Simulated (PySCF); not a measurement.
The PySCF input:
```python
from pyscf import gto, scf, dft

mol = gto.Mole()
mol.atom = '''
    Te   -0.00248112    0.00245025    0.12822818
    Cl    1.61679764    1.97015479   -0.20262164
    Cl   -1.60920833   -1.97764968   -0.18960572
'''
mol.basis = 'def2-tzvp'
mol.ecp = {'Te': 'def2-tzvp'}
mol.charge = -1
mol.spin = 1
mol.verbose = 4
mol.build()

mf = dft.UKS(mol)
mf.xc = 'bhandhlyp'
mf.kernel()
```

Problem. Give the Mulliken (on the basis functions themselves) charges in atom order at the level BHANDHLYP/def2-TZVP in PySCF.

Solution. Te1 0.18, Cl2 -0.59, Cl3 -0.59

Problem. Give the total energy at the level BHANDHLYP/def2-TZVP.

Solution. -1188.5118 Eh

Problem. Give the HOMO energy at the level BHANDHLYP/def2-TZVP.

Solution. -2.27 eV

Problem. What is the computed nuclear repulsion energy (BHANDHLYP/def2-TZVP)?

Solution. 198.0350 Eh

Problem. What is the computed number of basis functions (BHANDHLYP/def2-TZVP)?

Solution. 124

Problem. Estimate the <S^2> that BHANDHLYP/def2-TZVP returns for this input.

Solution. 0.755

These values belong to the state on which the SCF converged, which isn't shown to be the lowest.
